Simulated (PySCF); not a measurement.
C3H8OSi, SMILES [SiH3]C1(CC1)O.

Geometry optimised at B3LYP-D3(BJ)/def2-SVP. The structure was generated by enumeration, and PubChem lists no compound with its InChIKey, so it may never have been made. Other conformers were not sampled.

All values below come from TDA-PBE/def2-SVPD (PySCF).

Vertical excitations. 

| state | energy (eV) | λ (nm) | f | main pairs |
|---|---|---|---|---|
| S1 | 5.64 | 220 | 0.001 | HOMO→LUMO 99 % |
| S2 | 6.37 | 195 | 0.027 | HOMO−1→LUMO 71 %, HOMO→LUMO+1 27 % |
| S3 | 6.43 | 193 | 0.004 | HOMO→LUMO+2 60 %, HOMO→LUMO+1 19 %, HOMO−1→LUMO 11 % |
| S4 | 6.44 | 192 | 0.088 | HOMO→LUMO+1 47 %, HOMO→LUMO+2 33 %, HOMO−1→LUMO 18 % |
| S5 | 6.58 | 189 | 0.013 | HOMO→LUMO+3 86 % |
| S6 | 6.89 | 180 | 0.008 | HOMO→LUMO+4 65 %, HOMO→LUMO+5 33 % |
| S7 | 6.98 | 178 | 0.001 | HOMO→LUMO+5 62 %, HOMO→LUMO+4 29 % |
| S8 | 7.13 | 174 | 0.023 | HOMO−1→LUMO+1 92 % |
| S9 | 7.22 | 172 | 0.011 | HOMO−1→LUMO+2 83 % |
| S10 | 7.32 | 169 | 0.084 | HOMO−1→LUMO+3 83 % |
| T1 | 5.45 | 228 | 0 | HOMO→LUMO 99 % |
| T2 | 6.15 | 202 | 0 | HOMO→LUMO+1 93 % |
| T3 | 6.21 | 200 | 0 | HOMO−1→LUMO 95 % |
| T4 | 6.27 | 198 | 0 | HOMO→LUMO+2 85 % |
Triplets are in the Tamm–Dancoff approximation.
